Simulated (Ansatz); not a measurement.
Cost and result up the ladder for Ge(CN)2H2 (C2H2GeN2) (7 atoms). Charge 0, multiplicity 1. Geometry: r2SCAN-D4/def2-SVP.

```xyz
7

Ge    0.0533   -0.0015   -0.6104
C    -1.2635    0.9245    0.4278
N    -2.0762    1.5067    1.0240
C     1.1706   -0.9272    0.6403
N     1.8665   -1.5008    1.3762
H     0.8952    1.0209   -1.3611
H    -0.6458   -1.0227   -1.4968
```

Ansatz on 2 threads of Arm Neoverse V2 on a shared host. Times are rough, and most runs start from the orbitals of an earlier one. ωB97M-V/def2-TZVP serves as the yardstick here, not as an exact answer. Differences are given only for rows in sets of like size (and for xTB, whose basis is part of the method), since another set adds its own error. Binding counts from free atoms at the same level (Ge triplet, C triplet, N quartet, H doublet; other spins of the atoms weren't run), without zero-point energy or a counterpoise term.

The 6-31G sets use Cartesian d functions. LC-ωPBE has ω = 0.4 bohr⁻¹. B3LYP takes the VWN-RPA correlation. HSE06 is defined as in plane-wave codes, on full-range PBE exchange. Correlated methods freeze 13 core orbitals; core or outer-core shells of Ge are correlated, in sets that lack core-valence functions.

Correlated methods converge slowly with the basis (MP2 moves by 0.09 eV from def2-TZVP to def2-QZVPP here).

```csv
level,functions,wall time,binding energy per atom (eV),difference from ωB97M-V/def2-TZVP (eV)
HF/6-31G,69,0.55 s,2.34,–
LDA (SPW92)/def2-TZVP,184,1.1 s,5.05,0.71
B3LYP-D4/6-31G,69,1.1 s,4.09,–
BLYP-D4/def2-TZVP,184,2 s,4.41,0.07
PBE-D4/def2-TZVP (with forces),184,2.3 s,4.52,0.18
LC-ωPBE/def2-TZVP,184,2.4 s,4.31,-0.03
MP2/def2-TZVP,184,2.4 s,4.36,0.02
HSE06-D4/def2-TZVP,184,2.8 s,4.33,-0.01
r2SCAN0-D4/def2-TZVP,184,4.5 s,4.15,-0.19
r2SCANh-D4/def2-TZVP,184,4.5 s,4.24,-0.10
r2SCAN-D4/def2-TZVPD,220,4.9 s,4.30,-0.04
ωB97M-V/def2-TZVP,184,8 s,4.34,0.00
MP2/def2-QZVPP,377,18 s,4.46,–
CCSD(T)/def2-TZVPP,200,1.7 min,4.22,-0.12
```
